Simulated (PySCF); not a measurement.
## Correlation energy of Te³⁹⁺ (tellurium, charge +39)

[Ne] 3s2 3p1, 2P determinant. Computed with PySCF 2.14 in an even-tempered Gaussian basis (18 s from 6.6 bohr⁻², ratio 2.5; 12 p from 8.6 bohr⁻², ratio 2.5; 4 d from 35 bohr⁻², ratio 2.7; 4 f from 52 bohr⁻², ratio 2.7), with scalar relativity by spin-free X2C-1e. Frozen: 1s2; 11 electrons correlated; the 21 highest virtual orbitals of each spin left out.

MP2 pair energies summed by pair of shells (mhartree):

```tsv
pair	energy	share (%)
2p-2p	-210.60	44.0
3s-3s	-68.20	14.3
2s-2p	-60.68	12.7
2p-3s	-51.74	10.8
3s-3p	-39.03	8.2
2p-3p	-24.03	5.0
2s-2s	-10.92	2.3
2s-3s	-8.49	1.8
2s-3p	-4.56	1.0
```

Total MP2 correlation energy: -478.26 mhartree.

At this charge the one-electron X2C treatment keeps the bare 1/r₁₂, with no two-electron picture change or Breit term. The effect here is smaller than on the frozen 1s shell; and a scalar Hamiltonian misses the large spin-orbit splitting of the p shells, which matters for ns² → np² pairs.
